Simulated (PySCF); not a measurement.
## Ionisation energy of Rh²⁺ by level of theory

Rh²⁺ [Kr] 4d7 (4F) → Rh³⁺ [Kr] 4d6 (5D), as a difference of total energies. Computed with PySCF 2.14 in aug-cc-pVTZ-DK (9s8p6d3f2g, 102 functions), with the spin-free X2C one-electron Hamiltonian (Gaussian nucleus). Correlated levels: valence: [Kr] frozen. The calculations carry no spin-orbit coupling.

**Question.** Order these methods by the ionisation energy they give, lowest first.
A. CCSD (valence)
B. SCS-MP2 (valence)
C. MP2 (valence)
D. UHF

**Answer.** D (29.337 eV), A (30.620 eV), C (30.686 eV), B (30.839 eV).

A first-order spin-orbit estimate (lowest level to lowest level, LS coupling) adds 0.069 eV.

Errors of the correlated levels include the incompleteness of this basis and the frozen core.

For comparison: 31.06 eV (semi-empirical (NIST evaluation); NIST Atomic Spectra Database, ionization energies).
